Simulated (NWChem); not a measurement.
Lowest excitation of ITl

```
Tl
I 1 2.8973
```
Charge 0, spin multiplicity 1.

Everything below was run with NWChem. Structure: optimised with B3LYP/def2-SVP with def2 effective core potentials on I, Tl, a minimum by its harmonic frequencies.

Basis set: def2-SVPD. CR-EOMCCSD(T) is the triples correction to the same EOM-CCSD root.

| method | lowest vertical singlet excitation energy (eV) | difference from EOM-CCSD |
|---|---|---|
| TD-PBE | 3.20 | -0.75 |
| CIS | 4.37 | +0.42 |
| EOM-CCSD | 3.95 | 0.00 |
| CR-EOMCCSD(T) | 3.87 | -0.08 |
| TD-B3LYP | 3.45 | -0.50 |
| TD-BHandHLYP | 3.93 | -0.02 |

The values span 1.17 eV, from TD-PBE (lowest) to CIS (highest). 

Effective core potentials replace the inner electrons of I, Tl; spin-orbit coupling is left out. The correlated methods keep 8 core orbitals frozen. B3LYP has NWChem's definition, with VWN1-RPA local correlation. The structure started from a generated list of species. Coupled-cluster values serve here as a point of comparison, not as the truth.
